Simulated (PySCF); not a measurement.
# Property card for `NCC1=CCC=C1`

Species: C6H9N.
Z-matrix (Å and degrees, GFN2-xTB geometry), rows numbered from 1:
```
N 
C   1  1.4609
C   2  1.5000  1  113.42
C   3  1.3431  2  128.06  1  -103.49
C   4  1.4930  3  109.90  2   177.03
C   5  1.4930  4  102.55  3    -0.44
C   6  1.3379  5  109.49  4     0.14
H   1  1.0154  2  109.65  3    59.45
H   1  1.0155  2  109.74  3   -58.11
H   2  1.0945  1  107.23  3   121.56
H   2  1.0933  1  107.60  3  -121.91
H   4  1.0748  3  127.06  2    -3.66
H   5  1.0923  4  111.75  3   119.47
H   5  1.0925  4  112.07  3  -120.50
H   6  1.0746  5  122.99  4  -179.83
H   7  1.0763  3  123.52  2     3.32
```

Structural features include: C=C double bond and amine.

From GFN2-xTB geometry:

| Quantity | Value |
| --- | --- |
| Point group of the GFN2-xTB geometry | C1 |
| Rotational constants A, B, C of the GFN2-xTB geometry | 6.299, 1.846, 1.590 GHz |

From B3LYP/def2-SVPD ground state and vertical TDDFT (core frozen in the response) (PySCF):

| Property | Result |
| --- | --- |
| Dipole moment | 1.62 D |
| HOMO energy | -6.11 eV |
| LUMO energy | -0.75 eV |
| HOMO–LUMO gap | 5.36 eV |
| Lowest singlet excitation | 4.92 eV (252 nm, f = 0.040) |
| Strongest line among the 8 lowest singlet transitions | S2 at 5.26 eV (236 nm, f = 0.071) |
| Lowest triplet excitation (Tamm–Dancoff) | 3.16 eV |
| Static isotropic polarisability | 78.0 au |
| Electronic spatial extent ⟨r²⟩ about the centre of nuclear charge | 807 bohr² |

Monoisotopic mass from the formula: 95.0735 u.

The principal polarisabilities are 59.3, 77.6 and 97.0 au; their mean is the isotropic value. The rotational constants make it an asymmetric top with κ = (2B − A − C)/(A − C) = -0.89, nearer the prolate limit (−1). With B = h/(8π²I), that is 505.379 GHz u Å² over I, the principal moments of inertia are 80.2, 273.7 and 317.9 u Å² (most abundant isotopes); the inertial defect Ic − Ia − Ib is -36.0 u Å² (zero for a rigid planar frame, negative otherwise). The 8 singlets span 4.92 to 6.86 eV, and their oscillator strengths add up to 0.19. The dipole equals about 5.4 × 10⁻³⁰ C·m (1 D = 3.33564 × 10⁻³⁰ C·m). The vertical singlet–triplet gap S1 − T1 is 1.76 eV (TDDFT singlet less Tamm–Dancoff triplet; S1: HOMO→LUMO, weight 0.85; T1: HOMO→LUMO, weight 0.91). The polarisability is 11.55 Å³ as a volume (1 au = 0.148185 Å³), or 1.50 au for each of the 52 electrons. The largest Löwdin shares of the LUMO are 0.21 on C6, 0.18 on C4, 0.17 on C7 and 0.15 on C3.

Isolated species at its GFN2-xTB geometry (one conformer only).
